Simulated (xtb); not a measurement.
RbCl, SMILES [Cl][Rb]. All values are semi-empirical tight-binding results from xtb (GFN2-xTB unless named), good for trends rather than for accurate numbers. The structure is a stationary point at GFN2-xTB.

For metal compounds this method's bond lengths and energies can be far off.

```
Property                       Value
---------------------------  -------
point group as xtb finds it      C∞v
orbital gap                  1.50 eV
```
